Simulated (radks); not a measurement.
The numbers below are computed, except where a source is named.
Ionisation of Ca, [Ar] 4s2, to Ca+, [Ar] 4s1, under several functionals. Non-relativistic Kohn-Sham, spin-polarised, spherical densities, point nucleus; open shells are filled with parallel spins first; a radial shooting solver on a logarithmic mesh with Libxc functionals.

functional,E(Ca) (hartree),Exc (hartree),IE (eV),-e(HOMO) (eV),<r> HOMO (bohr),IE error (eV)
BLYP,-677.58522,-36.03346,6.052,3.600,4.012,-0.061
TPSS,-677.58653,-36.03663,5.982,3.774,4.080,-0.131
TASK exchange with Perdew-Wang LDA correlation,-677.25323,-35.69624,5.450,3.956,4.294,-0.663
r2SCAN,-677.52333,-35.97706,5.811,3.818,4.095,-0.302
AM05,-675.87936,-34.28394,5.956,3.704,4.036,-0.157
XLYP,-677.75511,-36.20750,6.110,3.617,4.017,-0.003
"LDA (Slater exchange, Perdew-Zunger correlation)",-675.73285,-34.13264,6.230,3.854,3.988,+0.117
"LDA (Slater exchange, Perdew-Wang correlation)",-675.73530,-34.13530,6.217,3.850,3.989,+0.104
HCTH/407,-677.72073,-36.21129,6.540,3.765,4.101,+0.426

NIST Atomic Spectra Database: 6.113 eV (measured). Closest: XLYP. The Delta-SCF values span 1.09 eV, the total energies 2.02 hartree. The highest occupied level is 4s.
